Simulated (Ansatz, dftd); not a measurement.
Reaction: CH5ClOSi (SMILES [SiH2](CO)Cl) → CH5OSi (SMILES C([SiH2])O, doublet) + Cl (doublet) (the Cl-Si bond breaks)
Each species at its own B3LYP-D3(BJ)/def2-TZVP minimum (Ansatz, a program for electronic structure), one conformer.

Wanted: bond dissociation energy (electronic), in kcal/mol. UHF or UKS for unpaired electrons; spin-orbit terms are left out. Correlated methods leave the cores frozen. Rows without X2C or -DK are non-relativistic. CBS(X,Y): correlation extrapolated as X^-3, Hartree-Fock from the larger set. A bracket is a step between two methods taken in the basis named. Functionals run without relativity, which enters their misses. Double hybrids freeze cores in their MP2 part. '+ core + X2C': CCSD(T) terms for core correlation (cc-pwCVTZ, 1s frozen past Ne) and scalar relativity (cc-pVTZ-DK).

```tsv
level	program	bond dissociation energy (kcal/mol)	difference against the last row
B3LYP/def2-TZVPD	Ansatz	106.5	-7.7
PBE0-D4/def2-TZVPD	Ansatz + dftd4	110.9	-3.3
r2SCANh-D4/def2-TZVPD	Ansatz + dftd4	110.3	-3.9
CAM-B3LYP/def2-TZVPD	Ansatz	108.1	-6.1
wB97M-V/def2-TZVPD	Ansatz	114.7	0.5
B2PLYP/def2-TZVPD	Ansatz	109.2	-5.0
B2GP-PLYP-D4/def2-TZVPD	Ansatz + dftd4	110.7	-3.5
MP2/cc-pV(Q+d)Z	Ansatz	117.1	2.9
CCSD/cc-pV(T+d)Z	Ansatz	106.7	-7.5
CCSD(T)/cc-pV(T+d)Z	Ansatz	109.1	-5.1
CCSD(T)/CBS(cc-pV(T+d)Z,cc-pV(Q+d)Z) + core + X2C	Ansatz	114.2	0.0
CCSDT(Q)/cc-pV(D+d)Z	Ansatz	102.0	-12.2
CCSD(T)/CBS(cc-pV(T+d)Z,cc-pV(Q+d)Z) + [CCSDT(Q) - CCSD(T)]/cc-pV(D+d)Z + core + X2C	Ansatz	114.2	0.0
```
